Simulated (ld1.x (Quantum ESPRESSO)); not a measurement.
Pseudopotential generation for chlorine (Cl): RRKJ, PBEsol, scalar-relativistic.

ld1.x (Quantum ESPRESSO) 7.5 input, shortened:

```
&input
   title='Cl', zed=17., rel=1, dft='PBESOL', iswitch=3,
   config='[Ne] 3s2 3p3.5'
 /
 &inputp
   pseudotype=2, tm=.false., rho0=0.02, lloc=-1, rcloc=1.40,
   nlcc=.true., new_core_ps=.true., rcore=1.15
 /
2
3S  1  0   2.00   0.00  1.30  1.30  0.0
3P  2  1   3.50   0.00  1.40  1.40  0.0
 &test
   configts(1)='3s2 3p3.5'
 /
```

All-electron outer shells of the reference configuration (PBEsol, scalar-relativistic, ld1.x):

```
shell  level (eV)  outermost node (bohr)  outermost maximum (bohr)
   3s      -38.26                   0.55                      1.26
   3p      -25.35                   0.53                      1.37
```

Q: Estimate the cutoffs (Ry, on a coarse ladder) from which the occupation-weighted sum of valence levels, in a spherical-Bessel basis at the reference potential, stays within 10 and 1 mRy of its value at 400 Ry.

A: 70 Ry and 100 Ry.

Q: Does the potential have ghost states?

A: No extra level below or beside the all-electron valence levels (s, p, d, f tested).

Q: Tests: 3s2 3p5; 3s2 3p4; 3s2 3p3; 3s2 3p1; 3s1 3p5; 3s2 3p2; 3s2 3p5.3. Which has the largest error in its energy relative to the reference configuration, and how large is it?

A: 3s2 3p1, with +151 meV (all-electron minus pseudo) on +104.68 eV.
